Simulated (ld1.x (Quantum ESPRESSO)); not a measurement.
Lu TM semilocal: all-electron and pseudo phase curves

ld1.x (Quantum ESPRESSO) 7.5 input, shortened:

```
&input
   title='Lu', zed=71., rel=1, dft='PBE', iswitch=3,
   config='[Xe] 4f14 5d1 6s1 6p0'
 /
 &inputp
   pseudotype=1, tm=.true., lloc=2,
   nlcc=.false.
 /
3
6S  1  0   1.00   0.00  2.20  2.20  0.0
6P  2  1   0.00   0.00  2.70  2.70  0.0
5D  3  2   1.00   0.00  2.35  2.35  0.0
 &test
   configts(1)='5d1 6s1 6p0'
 /
```

The phase is arctan(r·u′/u) with u = r·R(r), unwrapped; energies in Ry, scanned from -3 to 5 Ry. A pole is an energy at which the radial function vanishes at the test radius. The pseudo phase is shifted by a multiple of π to meet the all-electron one at the reference energy, and phase errors are pseudo minus all-electron; the curves can meet again beyond the range given. Levels narrower than the energy grid can be missing from the lists of poles.

Task: For each channel, where are the poles, and over which energies does the pseudopotential scatter like the atom?

Result:

```json
{"channel": "s", "radius (bohr)": "2.95", "reference energy (Ry)": "-0.75", "poles, all-electron": "1.28", "poles, pseudo": "0.43, 2.50", "unbroken range about the reference energy with phases within 0.05 rad": "below -0.1", "phase error 1 Ry above the reference energy (rad)": "-0.092"}
{"channel": "p", "radius (bohr)": "2.95", "reference energy (Ry)": "-0.44", "poles, all-electron": "-2.75, 2.66", "poles, pseudo": "0.54, 4.64", "unbroken range about the reference energy with phases within 0.05 rad": "-2.1 to -0.2", "phase error 1 Ry above the reference energy (rad)": "-0.694"}
{"channel": "d", "radius (bohr)": "2.95", "reference energy (Ry)": "-0.58", "poles, all-electron": "0.01", "poles, pseudo": "0.01", "unbroken range about the reference energy with phases within 0.05 rad": "the whole range", "phase error 1 Ry above the reference energy (rad)": "-0.000"}
```

Phases in the s channel:

```csv
E (Ry),all-electron,pseudo
-3.00,1.317,1.308
-2.52,1.273,1.264
-2.04,1.203,1.193
-1.56,1.065,1.054
-1.08,0.692,0.683
-0.60,-0.450,-0.455
-0.12,-1.183,-1.228
0.36,-1.408,-1.527
0.84,-1.511,-2.922
1.32,-1.575,-4.517
1.80,-1.625,-4.635
2.28,-1.671,-4.693
2.76,-1.723,-4.733
3.24,-1.793,-4.768
3.72,-1.912,-4.803
4.20,-2.198,-4.844
4.68,-3.167,-4.899
```
